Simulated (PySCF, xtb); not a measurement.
Bi(F)2(SiH3) (BiF2H3Si), SMILES [F][Bi]([SiH3])[F].

GFN2-xTB in xtb at its own geometry gives an orbital gap of 3.77 eV and a dipole moment of 6.12 D.

Geometry: B3LYP-D3(BJ)/def2-SVP. The def2 effective core potentials stand for the cores of Bi; spin–orbit coupling is left out.

**Question.** What does ωB97X/def2-TZVP (PySCF) give? (Estimate from the structure and the level; the computed values follow.)

**Answer.** gap 9.55 eV (levels -9.56 and -0.01 eV), dipole 4.53 D.
